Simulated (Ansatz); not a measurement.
The same group exchange along the group O, S, Se.

Calculated with Ansatz (gas phase, PBE0-D4/def2-TZVP geometries, no zero-point term in ΔE). CCSD(T)/CBS adds triple-zeta CCSD(T) − MP2 to the extrapolated MP2 energy (def2 sets, frozen cores). Functionals use def2-TZVPP. For Ge, Se outer-core shells are correlated without core-valence functions, which leaves a few kJ/mol of doubt a bond. Scalar relativity is left out up to krypton. Each species was taken in one conformer, which may not be the lowest.

| reaction | CCSD(T)/CBS(def2) (kJ/mol) |
| --- | --- |
| `[OH][Ge]([F])([F])[F]` + `[Cl][GeH]([Cl])[Cl]` → `[OH][Ge]([Cl])([Cl])[Cl]` + `[F][GeH]([F])[F]` | -1 |
| `[F][Ge]([F])([F])[SH]` + `[Cl][GeH]([Cl])[Cl]` → `[SH][Ge]([Cl])([Cl])[Cl]` + `[F][GeH]([F])[F]` | ? |
| `[F][Ge]([F])([F])[SeH]` + `[Cl][GeH]([Cl])[Cl]` → `[Cl][Ge]([Cl])([Cl])[SeH]` + `[F][GeH]([F])[F]` | -5 |

Task: Fill in the missing values. (Best estimate.)

Result: The calculation gave: `[F][Ge]([F])([F])[SH]` + `[Cl][GeH]([Cl])[Cl]` → `[SH][Ge]([Cl])([Cl])[Cl]` + `[F][GeH]([F])[F]`: -3.8 kJ/mol.

Largest T1 diagnostic: 0.012, for `[F][GeH]([F])[F]`.
